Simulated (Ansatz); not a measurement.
Be₂Te⁺ was relaxed with PBE-D4 (def2-TZVP) in Ansatz in these states: charge +1 doublet, charge +1 quartet. The geometries follow in no particular order.

In the def2 sets Te takes a core potential; there is no spin–orbit coupling.

A:

```csv
atom,x (Å),y (Å),z (Å)
Be1,-0.221,-0.657,-1.329
Be2,1.348,0.280,0.592
Te3,-1.127,0.377,0.737
```

B:

```csv
atom,x (Å),y (Å),z (Å)
Be1,-1.194,0.310,0.018
Be2,0.682,0.469,0.915
Te3,0.513,-0.780,-0.933
```

Judge from the bond lengths which geometry belongs to which state (an estimate).

A is the charge +1 quartet (Be1–Be2 2.651 Å, Be2–Te3 2.481 Å, Be1–Te3 2.481 Å); B is the charge +1 doublet (Be1–Be2 2.085 Å, Be2–Te3 2.237 Å, Be1–Te3 2.237 Å).
